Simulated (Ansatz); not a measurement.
`C[O][Ti]1234([NH2])([N](C)C)[C@H]5[C@@H]1[C@@H]2[C@@H]3[C@H]54` and `C[O][Hf]1234([NH2])([N](C)C)[C@H]5[C@@H]1[C@@H]2[C@@H]3[C@H]54` differ in one element.

Ansatz, PBE0-D4/def2-TZVP geometries, multiplicity 1. Each molecule was computed in one conformer, which needn't be the lowest.

Elements past krypton have def2 core potentials. Scalar relativity is left out up to krypton.

```json
{"property": "LUMO energy (PBE0/def2-TZVPP) / eV", "`C[O][Ti]1234([NH2])([N](C)C)[C@H]5[C@@H]1[C@@H]2[C@@H]3[C@H]54`": "-0.87"}
{"property": "LUMO energy (ωB97M-V/def2-TZVPP) / eV", "`C[O][Ti]1234([NH2])([N](C)C)[C@H]5[C@@H]1[C@@H]2[C@@H]3[C@H]54`": "1.24"}
{"property": "HOMO–LUMO gap (PBE0/def2-TZVPP) / eV", "`C[O][Ti]1234([NH2])([N](C)C)[C@H]5[C@@H]1[C@@H]2[C@@H]3[C@H]54`": "5.06"}
{"property": "HOMO energy (PBE0/def2-TZVPP) / eV", "`C[O][Ti]1234([NH2])([N](C)C)[C@H]5[C@@H]1[C@@H]2[C@@H]3[C@H]54`": "-5.93"}
{"property": "HOMO–LUMO gap (PBE/def2-TZVPP) / eV", "`C[O][Ti]1234([NH2])([N](C)C)[C@H]5[C@@H]1[C@@H]2[C@@H]3[C@H]54`": "2.92"}
{"property": "HOMO–LUMO gap (ωB97M-V/def2-TZVPP) / eV", "`C[O][Ti]1234([NH2])([N](C)C)[C@H]5[C@@H]1[C@@H]2[C@@H]3[C@H]54`": "9.35"}
```

(1) Give the same properties after the change, and the shifts. (Best estimate.)

Answers

(1) Computed: 
```
                               property  `C[O][Hf]1234([NH2])([N](C)C)[C@H]5[C@@H]1[C@@H]2[C@@H]3[C@H]54`  shift
     LUMO energy (PBE0/def2-TZVPP) / eV                                                              0.13   1.00
  LUMO energy (ωB97M-V/def2-TZVPP) / eV                                                              1.43   0.19
   HOMO–LUMO gap (PBE0/def2-TZVPP) / eV                                                              5.83   0.77
     HOMO energy (PBE0/def2-TZVPP) / eV                                                             -5.70   0.23
    HOMO–LUMO gap (PBE/def2-TZVPP) / eV                                                              3.75   0.83
HOMO–LUMO gap (ωB97M-V/def2-TZVPP) / eV                                                              9.35   0.00
```

With PBE0 the HOMO rises by 0.23 eV and the LUMO rises by 1.00 eV, so the gap widens by about 0.77 eV. PBE moves the HOMO by 0.29 eV and ωB97M-V by 0.20 eV.

Positive LUMOs are unbound, so they and the gaps depend on the basis.
